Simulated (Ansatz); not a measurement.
Gas-phase electronic energies from Ansatz, PBE0-D4/def2-TZVP geometries. CCSD(T)/CBS adds triple-zeta CCSD(T) − MP2 to the extrapolated MP2 energy (def2 sets, frozen cores). This one scheme is used for every species, atoms too. DFT in def2-TZVPP. No spin–orbit coupling; open shells (•) take unrestricted orbitals. Elements past krypton have def2 core potentials. For Sn outer-core shells are correlated without core-valence functions, so the limit isn't a true one: a few kJ/mol of doubt a bond, and 10 to 20 or more in all where bonds break to atoms.

Consider the hydrogen abstraction from the Sn–H bond: `[Cl][SnH3]` + H• → `[Cl][SnH2]`• + H₂.

```tsv
species	r2SCAN energy (Eh)
`[Cl][SnH3]`	-676.38483
H•	-0.49993
`[Cl][SnH2]`•	-675.76580
H₂	-1.17128
```

(1) Work out ΔE.

Largest T1 diagnostic among the species: 0.015.

Answers

(1) ΔE = (-675.76580) + (-1.17128) − (-676.38483) − (-0.49993) = -0.05232 Eh = -137.4 kJ/mol. CCSD(T)/CBS gives -124.1 kJ/mol.

From BLYP to BHLYP (50 % exact exchange), in def2-TZVPP and without D4, ΔE moves by +19.7 kJ/mol. In def2-TZVPP, CCSD(T) changes the Hartree–Fock value by −23.3 kJ/mol (the triples alone add +0.8 kJ/mol) and MP2 by −13.2 kJ/mol.
